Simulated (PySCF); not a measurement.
**Stretching SiAs⁺**

Set-up: Si cc-pV(D+d)Z, As cc-pVDZ-PP with ECP10; scalar-relativistic core potentials (PySCF 2.14). Energies in eV from Si⁺ + As in their ground configurations at the same level. State: ³Σ⁻ (triplet), unpaired electrons π ↑↑.

```
R (Å)    BLYP     UHF
2.007  -1.953  -0.359
2.101  -2.572  -0.906
2.194  -2.939  -1.192
2.264  -3.093  -1.284
2.334  -3.170  -1.299
2.404  -3.186  -1.258
2.497  -3.139  -1.145
2.614  -3.002  -0.952
2.754  -2.768  -0.713
2.941  -2.402  -0.483
```

Q: Put a parabola through the three lowest points of the BLYP curve and estimate Re, k and ωe (reduced mass 20.37 u; 1 eV/Å² = 0.16022 mdyn/Å; ωe = 1302.8·√(k/μ) cm⁻¹).

A: Through R = 2.334, 2.404, 2.497 Å the second-order coefficient is 4.50 eV/Å², so Re ≈ 2.394 Å, k ≈ 1.44 mdyn/Å and ωe ≈ 347 cm⁻¹. A polynomial fit of higher order to the unrounded BLYP energies gives Re = 2.391 Å, k = 1.57 mdyn/Å, ωe = 361 cm⁻¹; anharmonicity and rounding make the difference.

The higher-order fit for each curve: BLYP: Re = 2.391 Å, ωe = 361 cm⁻¹, De = 3.19 eV; UHF: Re = 2.315 Å, ωe = 407 cm⁻¹, De = 1.30 eV.

⟨S²⟩ of the unrestricted solution departs from its pure value on part of the curve, where spin states mix. Spin–orbit coupling is left out. For an ion De counts to the pair picked by the measured ionisation energies or electron affinities, which need not be the lowest pair at this level. The state was picked by a PBE0 search and need not be the measured ground state.
